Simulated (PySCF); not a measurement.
Nuclear quadrupole coupling in 3-methyl-2(5H)-furanone

Species: 3-methyl-2(5H)-furanone, C5H6O2.
SMILES with atom numbers: `[CH3:1][C:2]1=[CH:3][CH2:4][O:5][C:6]1=[O:7]` (hydrogens: H8, H9, H10 on C1; H11 on C3; H12, H13 on C4)

Geometry (GFN2-xTB, Å), atoms numbered from 1 in this order:
```
atom  x, y, z in Å
C1     1.8933   -0.1670    0.2719
C2     0.4342   -0.0205    0.0559
C3    -0.5684   -0.8825    0.2199
C4    -1.8562   -0.2198   -0.1451
O5    -1.4968    1.0911   -0.5298
C6    -0.1561    1.2584   -0.4275
O7     0.4014    2.2846   -0.6946
H8     2.1371   -1.1635    0.6300
H9     2.2315    0.5739    0.9944
H10    2.4216    0.0261   -0.6605
H11   -0.5274   -1.9016    0.5555
H12   -2.5569   -0.1668    0.6964
H13   -2.3618   -0.7118   -0.9842
```

Field gradients from the PBE0/pcSseg-1 density (PySCF, non-relativistic), principal values in atomic units, ordered |Vxx| ≤ |Vyy| ≤ |Vzz|:

```tsv
atom	Vxx	Vyy	Vzz
O5	-0.3886	-1.3022	1.6907
O7	0.6726	0.8926	-1.5652
```

Q: Find the asymmetry η = (Vxx − Vyy)/Vzz and the couplings χ = eQV/h (234.96 MHz × Q in barn × V in au), with Q(17O) = −0.0256 b.

A: 
```tsv
atom	environment	nucleus	η	χzz (MHz)	χxx (MHz)	χyy (MHz)
O5	ester single-bonded oxygen	17O	0.54	-10.17	2.34	7.83
O7	ester carbonyl oxygen	17O	0.14	9.41	-4.05	-5.37
```

The tensor is traceless: Vxx + Vyy + Vzz = 0.

Q: What is Vzz at O7 in SI units (1 au = 9.71736 × 10²¹ V/m²)?

A: -1.5652 au = -15.209 × 10²¹ V/m².

Q: What couplings would deuterons (Q(2H) = 0.00286 b) have in place of the hydrogens, at this geometry?

A: 
```
atom  bonded to  bond length (Å)  Vzz (au)     η  χzz (kHz)
  H8         C1            1.087    0.3154  0.03        212
  H9         C1            1.089    0.3099  0.03        208
 H10         C1            1.089    0.3096  0.03        208
 H11         C3            1.074    0.3407  0.04        229
 H12         C4            1.096    0.2885  0.06        194
 H13         C4            1.096    0.2887  0.06        194
```

Geometry: GFN2-xTB; no solvent, vibrations or thermal averaging. GFN2-xTB bond lengths can be off by several hundredths of an ångström, more for odd bonds, and the gradients follow them. The basis is small and wasn't made for field gradients, so the couplings can be 20 % off.
